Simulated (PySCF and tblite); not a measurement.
Results of a calculation; reference values are marked as such.
System: C6H8O3, numbered as in [CH2:1]=[CH:2]/[C:3]([OH:4])=[CH:5]/[C:6](=[O:7])[O:8][CH3:9].

Motion: rotation about the C5–C6 bond (torsion C3–C5–C6–O7 from 0° to 180°, rising). GFN2-xTB gives an electronic barrier of 13.5 kcal/mol and a reaction energy of 4.5 kcal/mol.

PBE0/pcSseg-1 + D3(BJ) on GFN2-xTB geometries gives 20.0 kcal/mol and k(298 K) = 0.076 s⁻¹.

Q: What does PBE0/pcSseg-1 + D3(BJ), IEF-PCM tetrahydrofuran give on GFN2-xTB geometries?

A: A barrier of 17.4 kcal/mol, 2.7 below the first DFT barrier (from unrounded values), a reaction energy of 3.2 kcal/mol and, with GFN2-xTB thermal terms, ΔG‡(298 K) = 16.7 kcal/mol and k = 7 s⁻¹ (2 equivalent paths).

Programs: tblite and PySCF.
